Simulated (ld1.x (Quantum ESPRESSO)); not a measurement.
# What one change does to a pseudopotential (Co (Z = 27), PAW)

* Element: cobalt
* Generator: ld1.x (Quantum ESPRESSO) 7.5
* Type: PAW
* Functional: PBEsol
* Relativity: scalar-relativistic
* Frozen core: [Ar]
* Valence charge: 9
* Reference configuration: 3d8 4s1 4p0
* Partial waves: 4s (bound): rcut 1.55, rcutus 2.05 bohr; 4s channel at 1.9 Ry: rcut 1.55, rcutus 2.05 bohr; 4p (bound, empty): rcut 3.90, rcutus 4.15 bohr; 4p channel at 2.35 Ry: rcut 3.90, rcutus 4.15 bohr; 3d (bound): rcut 0.75, rcutus 0.90 bohr; 3d channel at 3.4 Ry: rcut 0.75, rcutus 0.90 bohr
* Local potential: all-electron potential smoothed inside 3.85 bohr (lloc = -2)
* Core correction: a·sin(br)/r model core, default radius (ld1.x builds one for every PAW set, though the input has nlcc=.false.)
* Augmentation charge: BESSEL, radius 0.80 bohr

Change: reference 3d7 4s1.5 4p0.

Cutoffs: the cutoffs (Ry, on a coarse ladder) from which the occupation-weighted sum of valence levels, in a spherical-Bessel basis at the reference potential, stays within 10 and 1 mRy of its value at 400 Ry; they do not see the model core or the augmentation charge, which bear on the density cutoff. Errors are all-electron minus pseudo energies relative to the spin-unpolarised reference configuration.

Question: What does the change do?

Answer: The potential gets neither clearly harder nor softer (140 Ry and 230 Ry → 140 Ry and 230 Ry); the range in which the p phases agree widens (upper end 1.2 → 3.5); neither file shows a bound ghost.

| quantity | base | changed |
| --- | --- | --- |
| cutoff, loose | 140 Ry | 140 Ry |
| cutoff, tight | 230 Ry | 230 Ry |
| bound ghosts | none | none |
| largest error over its own tests, meV | -670 | -166 |
| s: phases at 4.47 bohr within 0.05 rad from the reference energy up to (Ry; the scan ends near 5) | 3.4 | 3.1 |
| p: phases at 4.47 bohr within 0.05 rad from the reference energy up to (Ry; the scan ends near 5) | 1.2 | 3.5 |
| d: phases at 4.47 bohr within 0.05 rad from the reference energy up to (Ry; the scan ends near 5) | 0.3 | -0.0 |
| lowest overlap eigenvalue by channel | s 0.14, p 0.91, d 1.00 | s 0.16, p 0.87, d 1.00 |
